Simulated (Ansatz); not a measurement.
The cation of CH7FOSSi2, SMILES `CO[SiH2]S[SiH2]F` at the neutral geometry.

```yaml
crystal:
  periodic: [false, false, false]
  atoms:
    - {symbol: C, position_ang: [-1.992004, 0.114997, 0.571150]}
    - {symbol: O, position_ang: [-1.234290, -0.942151, 1.124498]}
    - {symbol: Si, position_ang: [0.381910, -1.087335, 0.983740]}
    - {symbol: S, position_ang: [1.013522, -1.312255, -1.058922]}
    - {symbol: Si, position_ang: [1.596862, 0.680010, -1.448776]}
    - {symbol: F, position_ang: [0.333760, 1.663879, -1.415258]}
    - {symbol: H, position_ang: [-3.019843, 0.007580, 0.918653]}
    - {symbol: H, position_ang: [-1.610304, 1.090577, 0.889625]}
    - {symbol: H, position_ang: [-1.978111, 0.076606, -0.521697]}
    - {symbol: H, position_ang: [1.077756, 0.111785, 1.522917]}
    - {symbol: H, position_ang: [0.744083, -2.326761, 1.698736]}
    - {symbol: H, position_ang: [2.160685, 0.702523, -2.815661]}
    - {symbol: H, position_ang: [2.546574, 1.185844, -0.434405]}
basis:
  gaussian: {orbitals: def2-TZVPP}
total_charge: 1
magnetization: {spin_polarized: true, initial_magnetization: 1}
hamiltonian: {xc: {name: B3LYP}, dispersion: d4}
```

```sh
$ ansatz run in.yaml --threads 2 --pin off --events-out ev --progress --plain --max-ram 20480MiB --backend cuda --devices 0, --max-vram 18GiB
```

Shortened log:

```
Functional definition: B3LYP
1778 factors; their error is unknown
mean field evaluation 1: about -32489.9305 eV, gradient 6.5e1 eV
mean field evaluation 2: about -32351.7767 eV, gradient 1.7e2 eV
mean field evaluation 4: about -32498.8213 eV, gradient 3.6e1 eV
mean field evaluation 8: about -32505.0564 eV, gradient 5.7e-1 eV
mean field evaluation 16: about -32505.1018 eV, gradient 2.9e-2 eV
mean field evaluation 32: about -32505.1018 eV, gradient 1.3e-5 eV
mean field -32505.10180052 eV, -1194.5404584197 hartree, gradient 1.3e-5 eV, S^2 0.756349; 8 other end points of the search recorded, 0 dependent functions left out
reference -32505.10211758 eV, -1194.5404700716 hartree; 37, 36 occupied and 280, 281 virtual orbitals, 1778 factors
Total energy: -32505.63255104 eV, -1194.5599631415 hartree
```

Run time 5.5 s (2 threads of an AMD EPYC 7R13 on a shared host and a share of an NVIDIA H100 80 GB); peak host memory 0.91 GiB.
